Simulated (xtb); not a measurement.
ClPb, doublet, at a GFN2-xTB geometry (such geometries of metal compounds can be far from the true shape) (the spin is typed, not shown lowest); GFN2-xTB in xtb.

Here is a job for xtb.
```
$ xtb mol.xyz --gfn 2 --uhf 1 --opt --json

# file mol.xyz
2

Pb    -0.00000000    -0.00000000    -0.43472468
Cl     0.00000000     0.00000000     2.09690730
```

The log (banner, timings and long lists left out):

```
   ID    Z sym.   atoms
    1   82 Pb     1
    2   17 Cl     2

           -------------------------------------------------
          |                Calculation Setup                |
           -------------------------------------------------

           -------------------------------------------------
          |                 G F N 2 - x T B                 |
           -------------------------------------------------

          ...................................................
          :                      SETUP                      :
          :.................................................:
          :  # basis functions                  14          :
          :  # atomic orbitals                  13          :
          :  # shells                            5          :
          :  # electrons                        11          :
          :  max. iterations                   250          :
          :  Hamiltonian                  GFN2-xTB          :
          :  restarted?                      false          :
          :  GBSA solvation                  false          :
          :  PC potential                    false          :
          :  electronic temp.          300.0000000     K    :
          :  accuracy                    1.0000000          :
          :  -> integral cutoff          0.2500000E+02      :
          :  -> integral neglect         0.1000000E-07      :
          :  -> SCF convergence          0.1000000E-05 Eh   :
          :  -> wf. convergence          0.1000000E-03 e    :
          :  Broyden damping             0.4000000          :
          :  net charge                          0          :
          :  unpaired electrons                  1          :
          ...................................................

 iter      E             dE          RMSdq      gap      omega  full diag
   1     -6.8503486 -0.685035E+01  0.111E+01    0.00       0.0  T
   2     -6.8574768 -0.712826E-02  0.323E+00    0.00       1.0  T
   3     -6.8578025 -0.325650E-03  0.805E-01    0.00       1.0  T
   4     -6.8578309 -0.283942E-04  0.360E-01    0.00       1.0  T
   5     -6.8578438 -0.129307E-04  0.894E-02    0.00       1.0  T
   6     -6.8578479 -0.411053E-05  0.443E-02    0.00       1.6  T
   7     -6.8578487 -0.796642E-06  0.165E-02    0.00       4.3  T
   8     -6.8578488 -0.839334E-07  0.111E-03    0.00      63.6  T
   9     -6.8578488 -0.463537E-09  0.800E-05    0.00     884.1  T
  10     -6.8578488 -0.282530E-11  0.845E-06    0.00    8366.0  T

   *** convergence criteria satisfied after 10 iterations ***

         :::::::::::::::::::::::::::::::::::::::::::::::::::::
         ::                     SUMMARY                     ::
         :::::::::::::::::::::::::::::::::::::::::::::::::::::
         :: total energy              -6.857614168123 Eh    ::
         :: gradient norm              0.000000028550 Eh/a0 ::
         :: HOMO-LUMO gap              0.000000000000 eV    ::
         ::.................................................::
         :: SCC energy                -6.857848806449 Eh    ::
         :: -> isotropic ES            0.033079280205 Eh    ::
         :: -> anisotropic ES         -0.000062457045 Eh    ::
         :: -> anisotropic XC          0.000221160536 Eh    ::
         :: -> dispersion             -0.000948253861 Eh    ::
         :: repulsion energy           0.000234638325 Eh    ::
         :: add. restraining           0.000000000000 Eh    ::
         :: total charge              -0.000000000000 e     ::
         :::::::::::::::::::::::::::::::::::::::::::::::::::::

      -----------------------------------------------------------
     |                   =====================                   |
     |                        A N C O P T                        |
     |                   =====================                   |
     |               Approximate Normal Coordinate               |
     |                Rational Function Optimizer                |
      -----------------------------------------------------------
      -----------------------------------------------------------
     |                   =====================                   |
     |                        A N C O P T                        |
     |                   =====================                   |
     |               Approximate Normal Coordinate               |
     |                Rational Function Optimizer                |
      -----------------------------------------------------------

          ...................................................
          :                      SETUP                      :
          :.................................................:
          :   optimization level            normal          :
          :   max. optcycles                   200          :
          :   ANC micro-cycles                  20          :
          :   degrees of freedom                 1          :
          :.................................................:
          :   RF solver                   davidson          :
          :   write xtbopt.log                true          :
          :   linear (good luck)              true          :
          :   energy convergence         0.5000000E-05 Eh   :
          :   grad. convergence          0.1000000E-02 Eh/α :
          :   maxmium RF displ.          1.0000000          :
          :   Hlow (freq-cutoff)         0.1000000E-01      :
          :   Hmax (freq-cutoff)         5.0000000          :
          :   S6 in model hess.         20.0000000          :
          ...................................................

generating ANC from exact Hessian ...
Using Lindh-Hessian (1995)
 Shifting diagonal of input Hessian by    0.0000000000000000
 Lowest  eigenvalues of input Hessian
    0.000000    0.000000    0.000000    0.000000    0.000000    0.034274
 Highest eigenvalues
    0.000000    0.000000    0.000000    0.000000    0.000000    0.034274

[...]
 * total energy  :    -6.8576142 Eh     change       -0.4085621E-13 Eh
   *** GEOMETRY OPTIMIZATION CONVERGED AFTER 1 ITERATIONS ***
[...]
           -------------------------------------------------

          ...................................................
          :                      SETUP                      :
          :.................................................:
          :  # basis functions                  14          :
          :  # atomic orbitals                  13          :
          :  # shells                            5          :
          :  # electrons                        11          :
          :  max. iterations                   250          :
          :  Hamiltonian                  GFN2-xTB          :
          :  restarted?                      false          :
          :  GBSA solvation                  false          :
          :  PC potential                    false          :
          :  electronic temp.          300.0000000     K    :
          :  accuracy                    1.0000000          :
          :  -> integral cutoff          0.2500000E+02      :
          :  -> integral neglect         0.1000000E-07      :
          :  -> SCF convergence          0.1000000E-05 Eh   :
          :  -> wf. convergence          0.1000000E-03 e    :
          :  Broyden damping             0.4000000          :
          :  net charge                          0          :
          :  unpaired electrons                  1          :
          ...................................................

 iter      E             dE          RMSdq      gap      omega  full diag
   1     -6.8578488 -0.685785E+01  0.439E-08    0.00       0.0  T
   2     -6.8578488 -0.444089E-14  0.378E-08    0.00  100000.0  T
   3     -6.8578488  0.177636E-14  0.141E-08    0.00  100000.0  T

   *** convergence criteria satisfied after 3 iterations ***

         :::::::::::::::::::::::::::::::::::::::::::::::::::::
         ::                     SUMMARY                     ::
         :::::::::::::::::::::::::::::::::::::::::::::::::::::
         :: total energy              -6.857614168123 Eh    ::
         :: gradient norm              0.000000008462 Eh/a0 ::
         :: HOMO-LUMO gap              0.000000000000 eV    ::
         ::.................................................::
         :: SCC energy                -6.857848806449 Eh    ::
         :: -> isotropic ES            0.033079339932 Eh    ::
         :: -> anisotropic ES         -0.000062458671 Eh    ::
         :: -> anisotropic XC          0.000221160377 Eh    ::
         :: -> dispersion             -0.000948253911 Eh    ::
         :: repulsion energy           0.000234638325 Eh    ::
         :: add. restraining           0.000000000000 Eh    ::
         :: total charge              -0.000000000000 e     ::
         :::::::::::::::::::::::::::::::::::::::::::::::::::::

           -------------------------------------------------
          |                Property Printout                |
           -------------------------------------------------

    * Orbital Energies and Occupations

         #    Occupation            Energy/Eh            Energy/eV
      -------------------------------------------------------------
         1        2.0000           -1.0107775             -27.5047
         2        2.0000           -0.9013266             -24.5263
         3        2.0000           -0.4071326             -11.0786
         4        2.0000           -0.3934753             -10.7070
         5        2.0000           -0.3934753             -10.7070
         6        0.5000           -0.2799771              -7.6186 (HOMO)
         7        0.5000           -0.2799771              -7.6186 (LUMO)
         8                         -0.1297955              -3.5319
         9                          0.0786987               2.1415
        10                          0.0786987               2.1415
        11                          0.0789792               2.1491
        12                          0.0789792               2.1491
        13                          0.0879284               2.3927
      -------------------------------------------------------------
                  HL-Gap            0.0000000 Eh            0.0000 eV
             Fermi-level           -0.3083517 Eh           -8.3907 eV

     #   Z          covCN         q      C6AA      α(0)
     1  82 Pb       0.834     0.473   531.766    51.056
     2  17 Cl       0.834    -0.473   114.714    16.385

 Mol. C6AA /au·bohr⁶  :       1119.396454
 Mol. C8AA /au·bohr⁸  :     127409.445653
 Mol. α(0) /au        :         67.440338

Wiberg/Mayer (AO) data.
largest (>0.10) Wiberg bond orders for each atom

 ---------------------------------------------------------------------------
     #   Z sym  total        # sym  WBO       # sym  WBO       # sym  WBO
 ---------------------------------------------------------------------------
     1  82 Pb   0.858 --     2 Cl   0.858
     2  17 Cl   0.858 --     1 Pb   0.858
 ---------------------------------------------------------------------------

Topologies differ in total number of bonds
Writing topology from bond orders to xtbtopo.mol

molecular dipole:
                 x           y           z       tot (Debye)
 q only:        0.000       0.000      -2.265
   full:       -0.000      -0.000      -2.373       6.031
molecular quadrupole (traceless):
                xx          xy          yy          xz          yz          zz
 q only:        3.558       0.000       3.558       0.000       0.000      -7.115
  q+dip:        3.109       0.000       3.109      -0.000      -0.000      -6.218
   full:        2.694       0.000       2.694      -0.000      -0.000      -5.387

optimized geometry written to: xtbopt.xyz

           -------------------------------------------------
          | TOTAL ENERGY               -6.857614168123 Eh   |
          | GRADIENT NORM               0.000000008462 Eh/α |
          | HOMO-LUMO GAP               0.000000000000 eV   |
           -------------------------------------------------
```
